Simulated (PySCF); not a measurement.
Cl2Te, singlet, geometry from GFN2-xTB (all electrons, no relativity); CASSCF(2,2)+NEVPT2/STO-3G run with PySCF.

Here is a job for PySCF.
```python
from pyscf import gto, scf, mcscf, mrpt
import numpy

mol = gto.Mole()
mol.atom = '''
    Te    0.018952   -0.015321    0.614084
    Cl    1.078357    1.356778   -0.940097
    Cl   -1.136327   -1.309916   -0.938279
'''
mol.basis = 'sto-3g'
mol.charge = 0
mol.spin = 0
mol.verbose = 4
mol.build()

mf = scf.RHF(mol)
mf.kernel()
mc = mcscf.CASSCF(mf, 2, 2)
mc.fix_spin_(ss=0.0)
mc.kernel()
occ = numpy.linalg.eigvalsh(mc.fcisolver.make_rdm1(mc.ci, mc.ncas, mc.nelecas))[::-1]
ss = mc.fcisolver.spin_square(mc.ci, mc.ncas, mc.nelecas)[0]
print('natural occupations', occ.round(4), ' <S^2>', round(ss, 4))
e2 = mrpt.NEVPT(mc).kernel()
print('E(NEVPT2) = %.10f' % (mc.e_tot + e2))
```

### Question
Write the output that PySCF gives for this input, abridged.

### Answer

```
PySCF version 2.14.0

[INPUT] verbose = 4
[INPUT] num. atoms = 3
[INPUT] num. electrons = 86
[INPUT] charge = 0
[INPUT] spin (= nelec alpha-beta = 2S) = 0
[INPUT] symmetry False subgroup None
[INPUT] Mole.unit = angstrom
[INPUT] Symbol           X                Y                Z      unit          X                Y                Z       unit  Magmom
[INPUT]  1 Te     0.018952000000  -0.015321000000   0.614084000000 AA    0.035814089513  -0.028952493954   1.160450577477 Bohr   0.0
[INPUT]  2 Cl     1.078357000000   1.356778000000  -0.940097000000 AA    2.037799394508   2.563938831835  -1.776525860525 Bohr   0.0
[INPUT]  3 Cl    -1.136327000000  -1.309916000000  -0.938279000000 AA   -2.147346817949  -2.475382486186  -1.773090338431 Bohr   0.0

nuclear repulsion = 445.968862935065
number of shells = 21
number of NR pGTOs = 135
number of NR cGTOs = 45
basis = sto-3g
ecp = {}

******** <class 'pyscf.scf.hf.RHF'> ********
method = RHF
initial guess = minao
damping factor = 0
level_shift factor = 0
DIIS = <class 'pyscf.scf.diis.CDIIS'>
diis_start_cycle = 1
diis_space = 8
diis_damp = 0
SCF conv_tol = 1e-09
SCF conv_tol_grad = None
SCF max_cycles = 50
direct_scf = True
direct_scf_tol = 1e-13
Set gradient conv threshold to 3.16228e-05
Initial guess from minao.
init E= -7435.46186297929
  HOMO = -0.498526354783498  LUMO = -0.31227794535884  gap/eV = 5.06808
cycle= 1 E= -7456.32447352053  delta_E= -20.9  |g|= 0.161  |ddm|=  2.8
  HOMO = -0.278565024275662  LUMO = 0.130743820662751  gap/eV = 11.13786
cycle= 2 E= -7456.330827285  delta_E= -0.00635  |g|= 0.0198  |ddm|= 0.216
  HOMO = -0.284075722818828  LUMO = 0.128820622283667  gap/eV = 11.23548
cycle= 3 E= -7456.33114144964  delta_E= -0.000314  |g|= 0.00475  |ddm|= 0.0622
  HOMO = -0.282421359694081  LUMO = 0.130420673459897  gap/eV = 11.23400
cycle= 4 E= -7456.33117124687  delta_E= -2.98e-05  |g|= 0.000939  |ddm|= 0.0234
  HOMO = -0.282609141251328  LUMO = 0.130356632552511  gap/eV = 11.23737
cycle= 5 E= -7456.33117255183  delta_E= -1.3e-06  |g|= 0.000207  |ddm|= 0.00521
  HOMO = -0.282580631908838  LUMO = 0.130381390289274  gap/eV = 11.23727
cycle= 6 E= -7456.3311726161  delta_E= -6.43e-08  |g|= 5.79e-05  |ddm|= 0.00111
  HOMO = -0.282585429124394  LUMO = 0.130376358293136  gap/eV = 11.23726
cycle= 7 E= -7456.33117262167  delta_E= -5.57e-09  |g|= 2.82e-06  |ddm|= 0.000411
  HOMO = -0.282585257324255  LUMO = 0.130376371682877  gap/eV = 11.23726
cycle= 8 E= -7456.33117262164  delta_E= 3.09e-11  |g|= 3.1e-07  |ddm|= 1.82e-05
  HOMO = -0.282585282002141  LUMO = 0.130376330421447  gap/eV = 11.23726
Extra cycle  E= -7456.33117262162  delta_E= 2.09e-11  |g|= 1.1e-07  |ddm|= 1.09e-06
converged SCF energy = -7456.33117262162

******** <class 'pyscf.mcscf.mc1step.CASSCF'> ********
CAS (1e+1e, 2o), ncore = 42, nvir = 1
max_cycle_macro = 50
max_cycle_micro = 4
conv_tol = 1e-07
conv_tol_grad = None
orbital rotation max_stepsize = 0.02
orbital rotation threshold for CI restart = 0.01
augmented hessian ah_max_cycle = 30
augmented hessian ah_conv_tol = 1e-12
augmented hessian ah_linear dependence = 1e-14
augmented hessian ah_level shift = 1e-08
augmented hessian ah_start_tol = 2.5
augmented hessian ah_start_cycle = 3
augmented hessian ah_grad_trust_region = 3
kf_trust_region = 3
kf_interval = 4
ci_response_space = 4
ci_grad_trust_region = 3
with_dep4 0
natorb = False
canonicalization = True
sorting_mo_energy = False
ao2mo_level = 2
internal_rotation = False
******** <class 'pyscf.fci.addons.SpinPenaltyFCISolver'> ********
max. cycles = 50
conv_tol = 1e-08
davidson only = True
linear dependence = 1e-12
level shift = 0.001
max iter space = 12
nroots = 1
pspace_size = 400
spin = None
CASCI E = -7456.33209874386  S^2 = 0.0000000
Set conv_tol_grad to 0.000316228
macro iter   1 ( 21 JK    4 micro), CASSCF E = -7456.33210014119  dE = -1.39732583e-06  S^2 = 0.0000000
               |grad[o]|=0.000991  |grad[c]|=0.00134  |ddm|=0.000259  |maxRot[o]|=0.00462
macro iter   2 ( 17 JK    4 micro), CASSCF E = -7456.33215261923  dE = -5.24780435e-05  S^2 = 0.0000000
               |grad[o]|=0.000494  |grad[c]|=0.00133  |ddm|=0.000253  |maxRot[o]|=0.0699
macro iter   3 (  7 JK    2 micro), CASSCF E = -7456.33218089373  dE = -2.82744950e-05  S^2 = 0.0000000
               |grad[o]|=0.000299  |grad[c]|=0.0012  |ddm|=8.1e-05  |maxRot[o]|=0.0699
macro iter   4 (  4 JK    1 micro), CASSCF E = -7456.33218656146  dE = -5.66772815e-06  S^2 = 0.0000000
               |grad[o]|=0.00012  |grad[c]|=0.000491  |ddm|=0.00015  |maxRot[o]|= 0.04
macro iter   5 (  1 JK    1 micro), CASSCF E = -7456.33218656146  dE =  0.00000000e+00  S^2 = 0.0000000
               |grad[o]|=2.79e-05  |grad[c]|=2.82e-11  |ddm|=    0  |maxRot[o]|=    0
1-step CASSCF converged in   5 macro ( 50 JK  12 micro) steps
CASSCF canonicalization
Density matrix diagonal elements [1.99426607 0.00573393]
CASSCF energy = -7456.33218656146
CASCI E = -7456.33218656146  E(CI) = -0.952069119940461  S^2 = 0.0000000
natural occupations [1.9943 0.0057]  <S^2> 0.0

******** <class 'pyscf.mrpt.nevpt2.NEVPT'> ********
NEVPT2 (1e+1e, 2o), ncore = 42, nvir = 1
root = 0
Natural occ [1.99426607 0.00573393]
Natural orbital (expansion on meta-Lowdin AOs) in CAS space
               #1        #2
0 Te 1s          0.00000  -0.00000
0 Te 2s         -0.00000   0.00000
0 Te 3s          0.00000  -0.00000
0 Te 4s         -0.00000   0.00000
0 Te 5s          0.00001  -0.00015
0 Te 2px        -0.00105  -0.00057
0 Te 2py         0.00087  -0.00069
0 Te 2pz         0.00005   0.00000
0 Te 3px         0.00219   0.00252
0 Te 3py        -0.00182   0.00303
0 Te 3pz        -0.00011  -0.00000
0 Te 4px        -0.00771  -0.00859
0 Te 4py         0.00640  -0.01034
0 Te 4pz         0.00040   0.00000
0 Te 5px         0.73471   0.52084
0 Te 5py        -0.61020   0.62712
0 Te 5pz        -0.03790  -0.00007
0 Te 3dxy       -0.00000   0.00001
0 Te 3dyz       -0.00004   0.00086
0 Te 3dz^2      -0.00000  -0.00000
0 Te 3dxz        0.00004   0.00072
0 Te 3dx2-y2     0.00000   0.00004
0 Te 4dxy        0.00006  -0.00023
0 Te 4dyz        0.00099  -0.02169
0 Te 4dz^2       0.00011   0.00002
0 Te 4dxz       -0.00119  -0.01801
0 Te 4dx2-y2    -0.00003  -0.00110
1 Cl 1s         -0.00000  -0.00024
1 Cl 2s         -0.00000   0.00408
1 Cl 3s         -0.00000  -0.09904
1 Cl 2px         0.00221  -0.00268
1 Cl 2py        -0.00184  -0.00362
1 Cl 2pz        -0.00011   0.00633
1 Cl 3px        -0.15957   0.13585
1 Cl 3py         0.13252   0.18369
1 Cl 3pz         0.00823  -0.32398
2 Cl 1s         -0.00000   0.00024
2 Cl 2s         -0.00000  -0.00409
2 Cl 3s         -0.00000   0.09916
2 Cl 2px         0.00221  -0.00307
2 Cl 2py        -0.00184  -0.00331
2 Cl 2pz        -0.00011  -0.00633
2 Cl 3px        -0.15974   0.15610
2 Cl 3py         0.13268   0.16782
2 Cl 3pz         0.00824   0.32398
<CAS-nat-orb|mo-hf>  43     43       0.98382956
<CAS-nat-orb|mo-hf>  44     44       0.99999917
Sr    (-1)',   E = -0.00000000002341
Si    (+1)',   E = -0.00000015582039
Sijrs (0)  ,   E = -0.00779464497229
Sijr  (+1) ,   E = -0.01021674665708
Srsi  (-1) ,   E = -0.00003892597361
Srs   (-2) ,   E = -0.00045761211051
Sij   (+2) ,   E = -0.00647041725601
Sir   (0)' ,   E = -0.00008539330961
Nevpt2 Energy = -0.025063896122918
E(NEVPT2) = -7456.3572504576
```
